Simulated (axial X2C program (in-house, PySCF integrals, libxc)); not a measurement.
## Worked dissociation energy of AsSe⁺: PBE0, scalar-relativistic

Calculated with an in-house relativistic program for diatomic molecules. Spin-free means the one-electron spin-free X2C Hamiltonian. Basis: Se dyall-v3z [8s9p6d1f], As dyall-v3z [9s9p6d1f] (cores contracted in-house); Gaussian nuclei, density fitting, unrestricted open shells. Masses: Se 79.917 u, As 74.922 u.

Molecular state: M_S = 0, Λ = 0 (closed shell).

```
E(Se+) (2M_S = 3, M_L = 0) : -2429.259503 hartree
E(As) (2M_S = 3, M_L = 0)  : -2260.515142 hartree
E(AsSe⁺) at Re             : -4689.967935 hartree
ωe                         : 481.1 cm⁻¹
ωexe                       : 0.857 cm⁻¹
```

Question: Work out De and D0.

Answer: De = -2429.259503 + (-2260.515142) − (-4689.967935) = 0.19329 hartree = 5.260 eV. The zero-point energy is ωe/2 − ωexe/4 = 240 cm⁻¹ = 0.030 eV, so D0 = 5.230 eV.

Occupations by symmetry block were frozen at the best pattern of an incomplete PBE0 search. Closed shells are restricted here (equal orbitals for both partners); the stretched side of such a curve lies too high. Dissociation energies refer to the lowest single-determinant-based atoms at the same level and basis.

Each atomic determinant is the lowest at this level and need not be a pure term. Totals compare only within one Hamiltonian and basis.
